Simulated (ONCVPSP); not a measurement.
**helium (He): variants of one ONCV potential**

Base potential:

- Element: helium (He)
- Generator: ONCVPSP 4.0.1
- Type: optimised norm-conserving Vanderbilt (ONCV)
- Functional: PBE
- Relativity: scalar-relativistic
- Frozen core: none
- Valence charge: 2
- Reference configuration: 1s2
- Partial waves: 1s: rc 0.45 bohr, ncon 4, nbas 9, qcut 15 1/bohr, local; p scattering state at 0.38 Ha: rc 0.45 bohr, ncon 4, nbas 7, qcut 18.8 1/bohr, 2 projectors, debl 3.3 Ha
- Local potential: the s channel
- Core correction: none

All-electron outer shells of the reference configuration (PBE, scalar-relativistic, ld1.x):

```csv
shell,level (eV),outermost node (bohr),outermost maximum (bohr)
1s,-15.76,–,0.56
```

Cutoffs, loose and tight: the cutoffs (Ha) at which the residual kinetic energy of the hardest occupied pseudo-wave falls to 1 and 0.1 mHa per electron. They do not see the model core or the augmentation charge, which bear on the density cutoff. Test errors are all-electron minus pseudo excitation energies from the reference, over the configurations 1s1; 1s1.5. A dash means not determined; rows that change the core or the reference have their own tests.

| change | outcome | cutoff, loose | cutoff, tight | bound ghosts | GHOST(+) flags above zero | largest test error (meV) |
| --- | --- | --- | --- | --- | --- | --- |
| base | generated | 94 Ha | 270 Ha | none | none | +1.6 |
| s: qcut 10; p: qcut 12.5 | generated | 357 Ha | 1096 Ha | none | none | +3.5 |
| s: qcut 12.5; p: qcut 15.7 | generated | 96 Ha | 971 Ha | none | none | +2.5 |
| s: qcut 13.3; p: qcut 16.7 | generated | 92 Ha | 702 Ha | none | none | +2.1 |
| s: qcut 15.3; p: qcut 19.2 | generated | 95 Ha | 235 Ha | none | none | +1.5 |
| s: qcut 16.7; p: qcut 20.9 | generated | 101 Ha | 142 Ha | none | none | +1.1 |
| s: qcut 17.5; p: qcut 21.9 | generated | 104 Ha | 143 Ha | none | none | +0.9 |
| s: qcut 19.3; p: qcut 24.1 | generated | 112 Ha | 153 Ha | none | none | +0.6 |
| s: qcut 22; p: qcut 27.5 | generated | 123 Ha | 172 Ha | none | none | -0.3 |

Problem. What comes out with this change to the base: s: qcut 10.8; p: qcut 13.6?

Solution. outcome: generated; cutoff, loose: 207 Ha; cutoff, tight: 1066 Ha; bound ghosts: none; GHOST(+) flags above zero: none; largest test error (meV): +3.2.

Problem. What comes out with this change to the base: s: qcut 20.2; p: qcut 25.3?

Solution. outcome: generated; cutoff, loose: 115 Ha; cutoff, tight: 159 Ha; bound ghosts: none; GHOST(+) flags above zero: none; largest test error (meV): +0.4.
